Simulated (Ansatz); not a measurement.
A nudged elastic band was laid between two geometries of C3H5Si (9 atoms, charge 1, multiplicity 1).

Theory: Ansatz 0.2.0, UKS PBE-D4/def2-SVP.

```yaml
movable_images: 5
climbing_image: yes
spring: 5.0 eV/Å²
optimiser: quadratic models (default)
start_path: through a guess of the saddle point
force_threshold: 0.05 eV/Å
iteration_limit: 60
end_points: relaxed
```

Initial state:

```xyz
9
Properties=species:S:1:pos:R:3
C 0.212 1.619 -2.135
C 0.361 1.002 -1.076
Si 0.588 0.125 0.445
C -0.589 -1.146 1.034
H 0.079 2.164 -3.069
H 1.798 0.478 1.238
H -1.425 -1.308 0.328
H -0.040 -2.100 1.206
H -0.985 -0.836 2.029
```

Final state:

```xyz
9
Properties=species:S:1:pos:R:3
C 0.358 1.004 -1.077
C 0.205 1.633 -2.128
Si 0.594 0.111 0.433
C -0.587 -1.150 1.034
H 0.071 2.189 -3.055
H 1.818 0.447 1.213
H -1.400 -1.350 0.310
H -0.037 -2.088 1.271
H -1.022 -0.796 1.998
```

**Question.** Which bonds break or form, and what moves?

**Answer.** Bonds broken: C1–H5, C2–Si3. Bonds formed: C1–Si3, C2–H5.  The two ends are copies of one structure, up to a mirror image or an exchange of like atoms.

**Question.** Give the energies along the band, and the barrier.

**Answer.** The forces met the threshold. The highest image is number 2 of 0 to 6, 2.43 eV above the ends, which have the same energy within 2 meV. Neighbouring images differ by up to 2.0 eV, so the band resolves the path poorly. A vibrational analysis at the climbing image gives one clearly imaginary mode, 882i cm⁻¹: a first-order saddle point. The orbitals were unrestricted but ended closed-shell.

```
image  path coordinate (Å)  energy (eV)  C1–H5 (Å)  C2–Si3 (Å)  C1–Si3 (Å)
    0                 0.00         0.00       1.09        1.77        3.00
    1                 1.02         0.44       1.07        1.75        2.94
    2                 2.04         2.43       1.28        1.80        3.08
    3                 3.14         2.07       2.22        1.84        2.48
    4                 4.24         0.92       2.33        2.43        1.80
    5                 5.34         0.15       2.32        2.92        1.76
    6                 6.44         0.00       2.32        3.00        1.77
```

**Question.** What is the geometry of the highest image?

**Answer.** 
```xyz
9
Properties=species:S:1:pos:R:3
C 0.570 1.930 -2.185
C 0.490 1.150 -1.155
Si 0.638 0.199 0.360
C -0.599 -1.042 0.885
H -0.447 1.156 -2.121
H 1.865 0.529 1.139
H -1.426 -1.160 0.159
H -0.085 -2.018 1.039
H -1.007 -0.744 1.878
```

Time of the run: 2 min on 2 threads of Intel(R) Xeon(R) 6975P-C (Granite Rapids), with other jobs on the host, peak memory 0.2 GiB.
